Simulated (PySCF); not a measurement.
Sn(H)(vinyl)(OH)2 (C2H6O2Sn), SMILES C=[CH][SnH]([OH])[OH]. Coordinates come from a B3LYP-D3(BJ)/def2-SVP optimisation. The structure was generated by enumeration; whether it is a known compound was not checked. The def2 effective core potentials stand for the cores of Sn; spin–orbit coupling is left out. One conformer was computed; it need not be the lowest.

Computed equilibrium geometry at B3LYP-D3(BJ)/def2-SVP (PySCF confirms it by a frequency run) as a Z-matrix (one conformer of several):
```
Sn
O 1 1.9972
H 2 0.9675 1 111.93
O 1 1.9992 2 107.06 3 56.95
H 4 0.9675 1 111.93 2 66.10
H 1 1.7166 2 113.25 3 -55.81
C 1 2.1356 6 115.57 4 -124.45
C 7 1.3371 1 121.61 6 16.68
H 7 1.0961 8 120.13 1 179.41
H 8 1.0963 7 122.41 9 179.46
H 8 1.0969 10 115.70 7 179.83
```
